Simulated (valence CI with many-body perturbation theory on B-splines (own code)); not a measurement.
Results of a calculation; reference values are marked as such.
**Hyperfine factors and g values of Tc10+**

Method: configuration interaction combined with many-body perturbation theory (CI+MBPT): five valence electrons over a frozen Dirac-Fock core [Ar] 3d10, a basis of 9 s, 9 p, 8 d, 6 f, 3 g, 1 h functions for each j, with the one-electron correlation potential Σ1, the two-electron term Σ2, the three-electron term Σ3, Breit, model QED; selected CI, second order for the rest, scaled by the run's own slope (own B-spline code, finite nucleus).

No measured spectrum was set against this ion. As an estimate, levels hold to about 250 cm⁻¹ or 0.2 % of their energy and the worst to 1 %, as in measured heavy ions of charge 2 to 7; those with d or f electrons hold less well. Among the levels kept, up to 650 cm⁻¹ of a level comes from second order outside the variational space, and about a tenth of that is noise between levels of different J, which matters for small intervals.

A/g_I is the dipole constant over the nuclear g factor μ/I (μ in nuclear magnetons, uniformly magnetised nucleus), B/Q the quadrupole constant per barn. Both hold the static response of the core; the bare values leave it out. Large factors of s and p1/2 electrons are usually good to 5 to 10 %; those of open d and f shells near neutrality can be off by tens of per cent, and small factors of p3/2, d and f electrons come from cancelling terms and can be off by a factor of two or in sign, in half-filled shells by more. B is blank for J = 1/2, where it vanishes, and for nearly pure S terms. Energies count from the lowest level.

Names give the largest LS component (configuration and term), which can be under half, so a name can repeat, a term be missing and a line seem to break the LS rules; names also repeat where a configuration has a term twice. Letters in brackets count levels of one name in rising energy.

| Level | E (cm⁻¹) | g | A/g_I (MHz) | A/g_I bare | B/Q (MHz/b) | B/Q bare |
| --- | --- | --- | --- | --- | --- | --- |
| 4s2 4p3 4S°_3/2 | 0 | 1.842 | 1710 | 1350 | 1630 | 1500 |
| 4s2 4p3 2D°_3/2 | 29430 | 1.042 | 2690 | 2550 | 7070 | 6520 |
| 4s2 4p3 2D°_5/2 | 39609 | 1.200 | 8330 | 7750 | -53.1 | -45.2 |
| 4s2 4p3 2P°_1/2 | 60632 | 0.665 | 24400 | 22900 |  |  |
| 4s2 4p3 2P°_3/2 | 79598 | 1.250 | 4530 | 4190 | -8750 | -8080 |
| 4s 4p4 4P_5/2 | 243870 | 1.579 | 20200 | 18900 | 6660 | 6150 |
| 4s 4p4 4P_3/2 | 261630 | 1.700 | 15500 | 14500 | -6070 | -5610 |
| 4s 4p4 4P_1/2 | 266610 | 2.617 | 46800 | 43700 |  |  |
| 4s 4p4 2D_3/2 | 300160 | 0.870 | -5150 | -4820 | -9780 | -9030 |
| 4s 4p4 2D_5/2 | 306410 | 1.221 | 22700 | 21300 | -14500 | -13400 |
| 4s 4p4 2S_1/2 | 340630 | 1.554 | 41100 | 38600 |  |  |
| 4s 4p4 2P_3/2 | 345510 | 1.293 | 178 | 108 | 4550 | 4200 |
| 4s 4p4 2P_1/2 | 372880 | 1.144 | 44200 | 41600 |  |  |
| 4s2 4p2 4d 4F_3/2 | 381650 | 0.516 | 2380 | 2370 | 526 | 426 |
| 4s2 4p2 4d 4F_5/2 | 389240 | 1.106 | 804 | 779 | 3060 | 2750 |
| 4s2 4p2 4d 2F_5/2 [a] | 400810 | 0.957 | 6280 | 5890 | -2770 | -2590 |
| 4s2 4p2 4d 4F_7/2 | 401550 | 1.255 | 1250 | 1150 | 2530 | 2250 |
| 4s2 4p2 4d 4D_1/2 | 406080 | 0.050 | 10000 | 9600 |  |  |
| 4s2 4p2 4d 4D_3/2 | 407700 | 1.113 | 4590 | 4300 | -3770 | -3470 |
| 4s2 4p2 4d 2F_7/2 [a] | 408070 | 1.246 | 3410 | 3170 | 3120 | 2850 |
| 4s2 4p2 4d 4F_9/2 | 412280 | 1.300 | 3590 | 3320 | -3600 | -3410 |
| 4s2 4p2 4d 4D_5/2 | 417240 | 1.204 | 3820 | 3580 | -2990 | -2780 |
| 4s2 4p2 4d 4D_7/2 | 434390 | 1.228 | 3020 | 2810 | 3800 | 3470 |
| 4s2 4p2 4d 2P_3/2 [a] | 434470 | 1.279 | -2370 | -2250 | 531 | 467 |
| 4s2 4p2 4d 2G_7/2 | 445970 | 0.972 | 4180 | 3930 | 10600 | 9730 |
| 4s2 4p2 4d 4P_5/2 | 452650 | 1.537 | 918 | 791 | 107 | 97.0 |
| 4s2 4p2 4d 2G_9/2 | 452890 | 1.144 | 3200 | 3010 | 14500 | 13300 |
| 4s2 4p2 4d 2P_1/2 [a] | 455020 | 1.241 | 13800 | 13000 |  |  |
| 4s2 4p2 4d 4P_3/2 | 456680 | 1.453 | 2180 | 2000 | -1230 | -1130 |
| 4s2 4p2 4d 4P_1/2 | 464150 | 1.965 | -1290 | -1520 |  |  |
| 4s2 4p2 4d 2D_3/2 [a] | 465200 | 1.035 | 3620 | 3400 | 2710 | 2470 |
| 4s2 4p2 4d 2D_5/2 [a] | 478320 | 1.209 | 3860 | 3600 | -1530 | -1440 |
| 4s2 4p2 4d 2D_3/2 [b] | 485730 | 0.899 | 3940 | 3700 | -1340 | -1220 |
| 4s2 4p2 4d 2P_1/2 [b] | 491410 | 0.904 | -5930 | -5490 |  |  |
| 4s2 4p2 4d 2D_5/2 [b] | 491640 | 1.181 | 1060 | 1020 | 10800 | 9940 |
| 4s2 4p2 4d 2F_5/2 [b] | 497730 | 1.015 | 2880 | 2730 | 2600 | 2380 |
| 4s2 4p2 4d 2S_1/2 | 508010 | 1.861 | 13900 | 13100 |  |  |
| 4s2 4p2 4d 2P_3/2 [b] | 509230 | 1.282 | 1730 | 1620 | -3010 | -2760 |
| 4s2 4p2 4d 2F_7/2 [b] | 509550 | 1.138 | 4000 | 3730 | -1810 | -1710 |
| 4s2 4p2 4d 2D_3/2 [c] | 530360 | 0.822 | 2560 | 2470 | 2670 | 2430 |

Q: Take the isotope of mass number 99, with I = 9/2, μ = 5.678 μN and Q = -0.129 b. What is the hyperfine structure of 4s2 4p3 2P°_1/2?

A: From the table A = 30800 MHz. Shifts from the centre of gravity in MHz: F = 4: -84700, F = 5: 69300.
